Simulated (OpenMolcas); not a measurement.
# Ag3+ in KCdF3

Ag3+ with its 6 nearest fluoride ions at 2.092 Å, on the Cd site of idealised cubic KCdF3 (a = 4.302 Å, distance in the model lattice 2.151 Å). The rest of the host is ab initio model potentials to 7.6 Å, with orthogonalisation functions on the cations behind the ligands, and point charges beyond; the distance is set by hand and nothing relaxes, and no local charge compensation is placed. Ligand basis ANO-RCC-VDZP.
```
Ag    0.0000    0.0000    0.0000
F     2.0920    0.0000    0.0000
F     0.0000    2.0920    0.0000
F    -2.0920    0.0000    0.0000
F     0.0000   -2.0920    0.0000
F     0.0000    0.0000    2.0920
F     0.0000    0.0000   -2.0920
```

| Quantity | Value |
| --- | --- |
| Program | OpenMolcas |
| Method | SS-CASPT2, IPEA 0.25 Eh, imaginary shift 0.1 Eh (closed shells correlated: 4s 4p and the ligand valence shells) |
| Basis | ANO-RCC-VTZP [7s6p4d2f1g] |
| Scalar Hamiltonian | DKH2, point nucleus |
| Active space | 8 electrons in 5 orbitals (4d) |
| State averaging | 2S+1 = 3 even, 10 roots; 2S+1 = 1 even, 15 roots |
| Spin-orbit coupling | RASSI with atomic mean-field integrals over the reference wave functions |

The lowest spin-free states (labels of O, the rotations of Oh), above the lowest:

| State | Degeneracy | E (cm-1) |
| --- | --- | --- |
| 3A2 | 1 | 0 |
| 1E | 2 | 4090 |
| 2S+1 = 1 | 1 | 10680 |
| 3T2 | 3 | 21480 |
| 2S+1 = 1 | 3 | 22490 |
| 3T1 | 3 | 26130 |
| 2S+1 = 1 | 3 | 27200 |
| 3T1 | 3 | 44280 |
| 1E | 2 | 48170 |
| 2S+1 = 1 | 3 | 48570 |
| 2S+1 = 1 | 1 | 56260 |

The lowest levels with spin-orbit coupling:

| E (cm-1) | Degeneracy | 2S+1 |
| --- | --- | --- |
| 0 | 3 | 3 |
| 4050 | 2 | 1 |
| 10700 | 1 | 1 |
| 20600 | 2 | 3 |
| 20750 | 3 | 3 |
| 21320 | 3 | 3 (66 %) |
| 22700 | 1 | 3 |
| 23370 | 3 | 1 (65 %) |
| 25730 | 1 | 3 |
| 26070 | 3 | 3 (85 %) |
| 27130 | 3 | 3 |
| 27570 | 2 | 3 |
| 28090 | 3 | 1 (82 %) |
| 43840 | 1 | 3 |
| 44670 | 3 | 3 |
| 44700 | 3 | 3 |
| 44850 | 2 | 3 |
| 48820 | 2 | 1 |
| 49440 | 3 | 1 |
| 57600 | 1 | 1 |

Powder χT (cm3 K/mol): 1.21 at 2 K, 1.21 at 10 K, 1.21 at 50 K, 1.22 at 100 K, 1.22 at 200 K, 1.23 at 300 K. The effective moment at 300 K is 2.828 √(χT) = 3.13 μB.

The lowest level has 2S+1 = 3, for which the spin-only value is χT = S(S+1) / 2 = 1.000 cm3 K/mol (g = 2). The computed 1.226 at 300 K differs by +0.226, through orbital momentum, spin-orbit coupling and any other state in reach.

Roots that are degenerate in the reference are averaged as groups; the widest CASPT2 spread within a group is 1300 cm-1 (the 3-fold group of multiplicity 1 near 22500 cm-1 above the lowest state of its run). Shifts and gaps below about the spread of the groups concerned are not significant. Over all roots computed the reference weight is 0.65 to 0.71; the roots of lowest weight are the least certain, and an intruder state may touch them. Real 4d8 and 5d8 ions are as a rule square planar and diamagnetic. The least metal-like active orbital is 77 % on the metal (Löwdin) and no ligand orbital is active, so the numbers are rough. Ligand-to-metal charge-transfer states are missing. With no ligand orbital active B as a rule stays too high, so bands that hang on it stand too high and its fall with covalency is understated. With one d shell and no ligand orbital active, 10Dq can be off by a tenth or more. No measured value stands beside these numbers; the geometry was set by hand and not optimised.

The CASPT2 steps took 3 min on 1 thread of Intel(R) Xeon(R) Platinum 8488C (Sapphire Rapids), on a shared host; the integral step is not counted.

A state without a sure symmetry label is named by its multiplicity alone.
